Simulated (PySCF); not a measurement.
# Deuteron quadrupole couplings in `BNC1CC1`

Species: C3H8BN.
Structure used (PBE0-D3(BJ)/def2-SVP), in Å, numbered top down from 1:
```xyz
13
C3H8BN angstrom
B      2.2801    0.2772    0.0253
N      0.9607    0.1942   -0.3997
C     -0.1851   -0.0966    0.3991
C     -1.5023    0.5610    0.1166
C     -1.3174   -0.9081   -0.1532
H      3.1361    0.5335   -0.7892
H      2.5344    0.0914    1.1938
H      0.7474    0.3498   -1.3796
H      0.0833   -0.2544    1.4469
H     -2.1232    0.8706    0.9614
H     -1.5528    1.2349   -0.7440
H     -1.8081   -1.6331    0.5014
H     -1.2427   -1.2290   -1.1967
```

Level: PBE0/pcSseg-1 (PySCF, non-relativistic); Q(2H) = 0.00286 b; rigid geometry, the same for H and D, with no vibrational averaging.

Task: Rank these positions by the coupling χzz of a deuteron there, largest first.
A. H9 (methine hydrogen)
B. H11 (methylene hydrogen)
C. H6 (B–H hydrogen)
D. H8 (N–H hydrogen)

Result: D (263 kHz), B (205 kHz), A (200 kHz), C (136 kHz).

Task: Tabulate Vzz, the asymmetry η and χzz = 234.96 MHz × Q × Vzz for every hydrogen position.

Result: 
```csv
atom,bonded to,bond length (Å),Vzz (au),η,χzz (kHz)
H6,B1,1.209,0.2021,0.03,136
H7,B1,1.210,0.2007,0.03,135
H8,N2,1.015,0.3920,0.15,263
H9,C3,1.093,0.2974,0.12,200
H10,C4,1.093,0.3066,0.08,206
H11,C4,1.094,0.3048,0.09,205
H12,C5,1.093,0.3066,0.08,206
H13,C5,1.094,0.3047,0.09,205
```

Task: Average by the element that carries the hydrogen.

Result: on B: 135 kHz over 2 positions, mean bond length 1.210 Å; on N: 263 kHz over 1 position, mean bond length 1.015 Å; on C: 204 kHz over 5 positions, mean bond length 1.094 Å.

Task: A static deuteron (I = 1) shows a doublet split by (3/2)χ, (3/4)χ(1 + η) and (3/4)χ(1 − η) with the field along z, y and x of the gradient. What are these for H9?

Result: With |χ| = 199.8 kHz and η = 0.120: 300, 168 and 132 kHz, to first order and without motion.

Geometry: PBE0-D3(BJ)/def2-SVP, one conformer, isolated molecule. With so small a basis the couplings can be 20 % off.
